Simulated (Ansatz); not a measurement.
Isolated molecules relaxed with PBE0-D4/def2-TZVP in Ansatz; ΔE leaves out vibrations. CCSD(T)/CBS adds triple-zeta CCSD(T) − MP2 to the extrapolated MP2 energy (def2 sets, frozen cores). This one scheme is used for every species, atoms too. For atomizations the MP2-based limit and the directly extrapolated one differ by several kJ/mol either way, and by 10 to 25 for some Ge, Se and Sn compounds, so smaller differences from it don't rank the levels. DFT in def2-TZVPP. HSE06 is defined as in plane-wave codes. No spin–orbit coupling; open shells (•) take unrestricted orbitals. Spin–orbit coupling would lower the free atoms: a little for C, F; strongly for Sn. Elements past krypton have def2 core potentials. For Sn outer-core shells are correlated without core-valence functions, so the limit isn't a true one: a few kJ/mol of doubt a bond, and 10 to 20 or more in all where bonds break to atoms.

Reaction (atomization): `C#[C][Sn]([F])([F])[C]#C` → 4 C• + 2 F• + 2 H• + Sn•

```csv
level,ΔE (eV),difference from CCSD(T)/CBS
PBE-D4,41.63,1.18
BLYP-D4,40.33,-0.12
B97M-V,40.30,-0.15
BHLYP-D4,37.95,-2.50
CAM-B3LYP-D4,40.10,-0.35
ωB97M-V,40.14,-0.31
B2PLYP,39.83,-0.62
PBE-QIDH,39.93,-0.52
PBE,41.41,0.96
PBE0,39.97,-0.48
HSE06,40.01,-0.44
BHLYP,37.64,-2.81
CAM-B3LYP,39.90,-0.55
CCSD/def2-SVP,37.04,-3.41
HF/def2-TZVPP,27.79,-12.66
SCS-MP2/def2-TZVPP,39.98,-0.47
CCSD(T)/CBS,40.45,0
```

Largest T1 diagnostic among the species: 0.015.

The D4 term adds +0.36 eV with B3LYP and +0.19 eV with PBE0; it sums over pairs of atoms, weighted by their polarisabilities, and B3LYP, whose exchange is more repulsive, gets the larger term. From PBE to PBE0 (25 % exact exchange), in def2-TZVPP and without D4, ΔE moves by −1.44 eV: exact exchange takes away binding that semilocal exchange gives to molecules.

B3LYP here is the variant with VWN-RPA as its local correlation; programs differ in this.
